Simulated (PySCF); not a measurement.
# From computed data to an observable: oscillator strength and radiative lifetime

Al(H)(Me)(SH) (CH5AlS), SMILES [CH3][AlH][SH].

The structure is a stationary point at r2SCAN-D4/def2-TZVP. The geometry has at least one imaginary mode, so it is a saddle point at that level. One conformer was computed; it need not be the lowest.

TDA-B3LYP/def2-SVPD (PySCF) puts the first singlet state with f over 0.02 at 5.63 eV (vertical), with the transition dipole (-0.415, 0.439, -0.468) in atomic units.

Task: Find the oscillator strength, the wavelength and the radiative lifetime that this transition would have in vacuum if emission retraced absorption.

Result: 
|μ|² = 0.5840 au, so |μ| = 1.94 D. ΔE = 5.63/27.211 = 0.2069 hartree. f = (2/3) ΔE |μ|² = 0.081 (the program prints 0.081).
λ = 1239.84/5.63 = 220 nm; ν = 45409 cm⁻¹.
Einstein's coefficient A = 0.6670 ν² f s⁻¹ (ν in cm⁻¹) = 1.1e8 s⁻¹, so τ = 1/A = 9.0 ns. This state is S1. The figure is the radiative limit of this one transition; relaxation, internal conversion, crossing to triplets and a medium change what is measured.
